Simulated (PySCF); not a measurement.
PySCF input:

```python
from pyscf import gto, scf, dft

mol = gto.M(
    atom='''
    O     1.36185604   -0.14860171   -0.35687594
    S     0.16703457   -0.00768004    0.40478800
    F    -0.63440715    1.23198408   -0.22845242
    F    -0.87308190   -1.08624028   -0.17394763
    ''',
    basis='def2-tzvpd',
    charge=0,
    spin=0,
    verbose=4,
)

mf = dft.RKS(mol, xc='m062x').density_fit(auxbasis='def2-universal-jkfit')
mf.grids.level = 4
mf.conv_tol = 1e-9
mf.max_cycle = 100
mf.max_memory = 1500
mf.kernel()
if not mf.converged:
    mf = mf.newton()
    mf.kernel(mf.make_rdm1())
mf.analyze()
```

Question: Which total energy does the run end on?

Answer: -673.11410 Eh (M06-2X/def2-TZVPD).
